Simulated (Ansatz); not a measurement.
Cost and result up the ladder for BH2SF3 (relaxed from a model of B(H2S)F3, whose bonding it doesn't keep) (7 atoms). Charge 0, multiplicity 1. Geometry: PBE-D4/def2-SVP.

```xyz
7

B    -0.047    0.892    0.751
S     0.431   -0.782   -1.330
H     0.704   -1.832   -0.508
H    -0.879   -1.144   -1.425
F     1.234    1.026    1.093
F    -0.806    0.007    1.405
F    -0.637    1.833    0.015
```

Ansatz on 4 threads of Arm Neoverse V2 on a shared host. Times are rough, and most runs start from the orbitals of an earlier one. ωB97X-V/def2-TZVP serves as the yardstick here, not as an exact answer. Differences are given only for rows in sets of like size (and for xTB, whose basis is part of the method), since another set adds its own error. Binding counts from free atoms at the same level (B doublet, S triplet, H doublet, F doublet; other spins of the atoms weren't run), without zero-point energy or a counterpoise term.

B3LYP takes the VWN-RPA correlation. HSE06 is defined as in plane-wave codes, on full-range PBE exchange. Correlated methods freeze 9 core orbitals. In the singlet geometry the species has come apart into loosely held pieces.

Correlated methods converge slowly with the basis.

| level | functions | binding energy per atom (eV) | difference from ωB97X-V/def2-TZVP (eV) |
| --- | --- | --- | --- |
| revPBE-D4/def2-TZVP | 173 | 4.02 | -0.03 |
| CCSD(T)/def2-TZVPP | 194 | 3.96 | -0.09 |
| HSE06-D4/def2-TZVP | 173 | 4.03 | -0.02 |
| PBE-D4/def2-TZVP (with forces) | 173 | 4.15 | 0.10 |
| LDA (SPW92)/def2-TZVP | 173 | 4.72 | 0.67 |
| HF/6-31G | 53 | 2.51 | – |
| PBE0-D4/def2-SVP | 84 | 4.08 | – |
| HF/def2-TZVP | 173 | 3.02 | -1.03 |
| ωB97X-V/def2-TZVP | 173 | 4.05 | 0.00 |
| PBE0-D4/def2-TZVP | 173 | 4.03 | -0.02 |
| B97M-V/def2-TZVP | 173 | 4.07 | 0.02 |
| B3LYP-D4/6-31G | 53 | 3.67 | – |
| r2SCAN-D4/def2-TZVP | 173 | 4.08 | 0.03 |
| BLYP-D4/def2-TZVP | 173 | 4.06 | 0.01 |

Q: Estimate how long each takes.

A: HF/6-31G 0.2 s; B3LYP-D4/6-31G 0.61 s; LDA (SPW92)/def2-TZVP 0.65 s; PBE0-D4/def2-SVP 0.7 s; HF/def2-TZVP 0.85 s; revPBE-D4/def2-TZVP 1.1 s; BLYP-D4/def2-TZVP 1.2 s; PBE-D4/def2-TZVP (with forces) 1.2 s; PBE0-D4/def2-TZVP 1.4 s; HSE06-D4/def2-TZVP 1.6 s; r2SCAN-D4/def2-TZVP 2.1 s; ωB97X-V/def2-TZVP 3.9 s; B97M-V/def2-TZVP 4.1 s; CCSD(T)/def2-TZVPP 62 s. On shared hardware such times vary by a factor of up to 3.
